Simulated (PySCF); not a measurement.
Screening by computed properties: pick the candidate that meets the target.

Species are written as SMILES; each is one conformer at its optimised geometry, gas phase, non-relativistic unless stated. Electronic properties by PySCF.

Dipoles, sizes and rotational constants follow the conformer. The torsions of the flexible species, by atom-mapped SMILES:
- `[CH3:1][CH2:2][SiH:3]([CH2:4][CH3:5])[CH2:6][CH3:7]`: C1–C2–Si3–C4 60°, C2–Si3–C4–C5 59°, C2–Si3–C6–C7 -59°
- `[CH3:1][O:2][Si:3]([CH3:4])([CH3:5])[CH3:6]`: C1–O2–Si3–C4 -61°
- `[CH3:1][O:2][c:3]1[cH:4][c:5]([F:6])[cH:7][cH:8][c:9]1[Cl:10]`: C1–O2–C3–C4 0°
- `[CH:1]#[C:2][CH2:3][C@@H:4]([CH:5]=[CH2:6])[O:7][CH:8]([CH3:9])[CH3:10]`: C2–C3–C4–C5 62°, C3–C4–C5–C6 -100°, C3–C4–O7–C8 155°, C4–O7–C8–C9 -164°
- `[CH2:1]=[C:2]1[CH2:3][C@@H:4]([CH:5]=[O:6])[C@H:7]1[CH2:8][CH2:9][CH3:10]`: C3–C4–C5–O6 -126°, C4–C7–C8–C9 -61°, C7–C8–C9–C10 -62°
- `[CH3:1][CH2:2][O:3]/[CH:4]=[CH:5]\[C@@H:6]1[CH2:7][C:8]12[CH2:9][CH2:10]2`: C1–C2–O3–C4 168°, C2–O3–C4–C5 9°, C4–C5–C6–C7 -133°
- `[F:1][CH2:2][CH2:3][Si@H:4]([SiH3:5])[CH2:6][SiH3:7]`: F1–C2–C3–Si4 -55°, C2–C3–Si4–Si5 65°, C3–Si4–C6–Si7 -170°

The conformers of `C[Si@@H]1NC[C@@H](CF)N1` aren't listed.

Question: Wanted: HOMO energy between -7 eV and -6.3 eV (PBE0/pcSseg-1) and HOMO–LUMO gap below 7.3 eV (PBE0/pcSseg-1), at GFN2-xTB geometries. Which candidate meets both?
A. `CC[SiH](CC)CC`
B. `CO[Si](C)(C)C`
C. `CCO/C=C\[C@@H]1CC12CC2`
D. `C[Si@@H]1NC[C@@H](CF)N1`
E. `COc1cc(F)ccc1Cl`
F. `C#CC[C@@H](C=C)OC(C)C`
G. `C=C1C[C@@H](C=O)[C@H]1CCC`

Answer: E. Computed values:
| species | HOMO energy | HOMO–LUMO gap |
| --- | --- | --- |
| CC[SiH](CC)CC | -7.84 eV | 8.95 eV |
| CO[Si](C)(C)C | -7.62 eV | 8.77 eV |
| C#CC[C@@H](C=C)OC(C)C | -7.37 eV | 7.53 eV |
| C=C1C[C@@H](C=O)[C@H]1CCC | -7.17 eV | 6.49 eV |
| COc1cc(F)ccc1Cl | -6.71 eV | 6.13 eV |
| C[Si@@H]1NC[C@@H](CF)N1 | -6.51 eV | 7.75 eV |
| CCO/C=C\[C@@H]1CC12CC2 | -6.02 eV | 7.02 eV |

Question: Wanted: smallest rotational constant below 0.7 GHz (GFN2-xTB) and dipole moment above 2 D (PBE0/pcSseg-1), at GFN2-xTB geometries. Which candidate meets both?
A. `C=C1C[C@@H](C=O)[C@H]1CCC`
B. `c1(cc(OC)c(cc1)Cl)F`
C. `[Si@@H](C[SiH3])(CCF)[SiH3]`
D. `CC[SiH](CC)CC`
E. `CO[Si](C)(C)C`

Answer: C. Computed values:
```csv
species,smallest rotational constant,dipole moment
c1(cc(OC)c(cc1)Cl)F,0.586 GHz,1.73 D
[Si@@H](C[SiH3])(CCF)[SiH3],0.667 GHz,2.33 D
C=C1C[C@@H](C=O)[C@H]1CCC,0.734 GHz,2.65 D
CC[SiH](CC)CC,1.027 GHz,0.48 D
CO[Si](C)(C)C,1.986 GHz,1.14 D
```
